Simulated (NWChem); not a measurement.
System: SiH2SO, singlet; SMILES [Si](S)O

Input file for NWChem:

```
start job
memory heap 200 mb stack 900 mb global 1100 mb
geometry units angstroms noautosym nocenter noautoz
  Si    -0.691607    -0.698668     0.000000
  O      0.693108    -1.623579     0.000000
  H      1.580071    -1.229143     0.000000
  S      0.207022     1.312282     0.000000
  H     -0.955040     1.999747     0.000000
end
basis spherical
  * library 6-311g**
end
dft
  xc b3lyp
  iterations 150
end
property
  shielding
end
task dft property
```

Low-valent species are run as closed-shell singlets; no triplet was tried in these runs. Structure relaxed at the B3LYP/6-31G* (spherical d) level.

GIAO values for the isolated, static molecule; σ is the absolute isotropic shielding, δ = σ(reference) − σ with the isolated reference molecule computed at the same levels (1H: tetramethylsilane, 17O: water, 29Si: tetramethylsilane).

Atoms are numbered as in the input.

**Question.** Give the results of this calculation. (B3LYP/6-311G** (spherical d), GIAO.) Quantities: δ Si1 (ppm); δ O2 (ppm); δ H3 (ppm); σ S4 (ppm); δ H5 (ppm).

**Answer.** The δ Si1 (ppm) is 244.8. The δ O2 (ppm) comes out as 202.6 and the δ H3 (ppm) is 6.02. The σ S4 (ppm) comes out as 323.5. The δ H5 (ppm) is 3.73.
